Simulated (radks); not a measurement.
Values are calculated unless marked as measured or tabulated.
Ionisation of the nickel ion Ni+, [Ar] 3d9, to Ni2+, [Ar] 3d8, under several functionals. Scalar-relativistic Kohn-Sham, spin-unpolarised, spherical densities, finite nucleus; a radial shooting solver on a logarithmic mesh with Libxc functionals.

| functional | E(Ni+) (hartree) | Exc (hartree) | IE (eV) | -e(HOMO) (eV) | <r> HOMO (bohr) | IE error (eV) |
|---|---|---|---|---|---|---|
| B86b exchange with PBE correlation | -1520.62781 | -63.64156 | 20.386 | 12.992 | 1.072 | +2.217 |
| r2SCAN | -1520.53247 | -63.54676 | 20.343 | 12.893 | 1.065 | +2.174 |
| PW91 | -1520.68229 | -63.69990 | 20.451 | 13.050 | 1.072 | +2.282 |
| XLYP | -1520.90240 | -63.90507 | 20.446 | 13.067 | 1.077 | +2.277 |
| LDA (Slater exchange, Perdew-Wang correlation) | -1517.81355 | -60.77316 | 20.700 | 13.300 | 1.072 | +2.531 |
| LDA (Slater exchange, Perdew-Zunger correlation) | -1517.80909 | -60.76830 | 20.698 | 13.300 | 1.072 | +2.529 |

NIST Atomic Spectra Database: 18.169 eV (measured). Closest: r2SCAN. The Delta-SCF values span 0.36 eV, the total energies 3.09 hartree. The highest occupied level is 3d. Spin polarisation and multiplet splitting are left out, so open shells lie too high by an amount that depends on their filling.

Beside tabulated values, note that spin-unpolarised runs miss the spin-polarisation part of the exchange energy of open shells.
